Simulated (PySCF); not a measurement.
A TDDFT job was run through a driver script with this input:

```
{"job": {"kind": "uv", "xc": "CAM-B3LYP", "basis": "def2-SVPD", "dynamic": true, "nstates": 6, "ntriplets": 0}, "charge": 0, "multiplicity": 1}
C      2.163195     0.510741    -0.282817
C      0.664452     0.667025    -0.380519
O      0.175835     1.562394    -1.030692
N     -0.095131    -0.273837     0.320804
C      0.570665    -1.301479     1.106467
C     -1.512675    -0.306740     0.331003
C     -2.283205     0.706751    -0.462125
O     -2.079313    -1.156737     0.979101
H      2.513244     0.636778     0.752509
H      2.613362     1.285493    -0.913146
H      2.497579    -0.480068    -0.623654
H      1.173558    -1.966912     0.471515
H     -0.211728    -1.891834     1.594285
H      1.218280    -0.859792     1.876816
H     -2.007887     0.685798    -1.524076
H     -2.066810     1.727376    -0.119935
H     -3.344781     0.469042    -0.325682
```

The program printed, after the SCF cycles:

```
converged SCF energy = -400.7228047859

Static polarisability (au): isotropic 74.700, principal 53.903 81.558 88.640

Singlet excitations
state   eV       nm        f      main configurations
  1   5.1473    240.9   0.00129   H->L 0.82, H-2->L+4 0.10
  2   5.3624    231.2   0.00009   H-2->L 0.76, H->L+4 0.15
  3   6.4905    191.0   0.25525   H-1->L 0.94
  4   7.3201    169.4   0.01278   H-1->L+1 0.85
  5   7.3501    168.7   0.01910   H->L+1 0.68, H-2->L+1 0.12
  6   7.6111    162.9   0.00514   H-2->L+1 0.63, H-2->L+2 0.10, H->L+1 0.10
```

The calculation used TDDFT CAM-B3LYP/def2-SVPD, vertical, gas phase, core orbitals frozen in the response in PySCF 2.14.0, density-fitted response routines. Geometry: PBE0-D3(BJ)/def2-SVP, one conformer, isolated molecule.

Q: Give the mean polarisability in Å³.

A: 74.70 au × 0.148185 = 11.07 Å³.

Q: What is the polarisability anisotropy, √(½[(α1 − α2)² + (α2 − α3)² + (α3 − α1)²])?

A: 31.79 au.

Q: What is the total energy of state 3 at this geometry?

A: -400.72280 + 0.23852 = -400.48428 hartree.

Q: What transition dipole goes with state 3?

A: |μ|² = 3f / (2ΔE) = 3 × 0.2552 / (2 × 0.2385) = 1.605 au, so |μ| = 3.22 D.

Q: How much of the mean polarisability do the listed states account for?

A: The sum over states Σ f/ΔE² (ΔE in hartree) gives 5.03 au, 7% of the total; the rest comes from higher roots of the same response equations.

Q: Write the structure that the coordinates describe.

A: N-methyldiacetamide (`CC(=O)N(C)C(C)=O`) (C5H9NO2).

H and L stand for HOMO and LUMO.

On an AMD EPYC 9R14 with one thread, shared host, this took 40 s of wall time and 1.2 GiB of memory at its peak.

Shape of the structure used: `[CH3:1][C:2](=[O:3])[N:4]([CH3:5])[C:6]([CH3:7])=[O:8]`: C1–C2–N4–C5 1°, C2–N4–C6–C7 1°.
